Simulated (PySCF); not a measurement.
C2H7ClSi3, SMILES [Si@H]1(C=C[SiH2][SiH2]1)Cl.

Geometry: B3LYP-D3(BJ)/def2-SVP. The structure was generated by enumeration; whether it is a known compound was not checked.

Computed with PBE/def2-TZVP run with PySCF.

The total energy is -1408.45865 hartree. The highest occupied level comes out as -6.48 eV, the lowest empty level is -2.30 eV and the orbital gap is 4.17 eV. The dipole moment is 0.349 e·Å and the quadrupole, principal values (traceless, Buckingham form, about the centre of nuclear charge) comes out as -5.74, 0.11, 5.64 D·Å. The mean static polarisability is 120.5 bohr³ (17.85 Å³) and the polarisability, principal values is 94.4, 118.1, 148.9 bohr³.
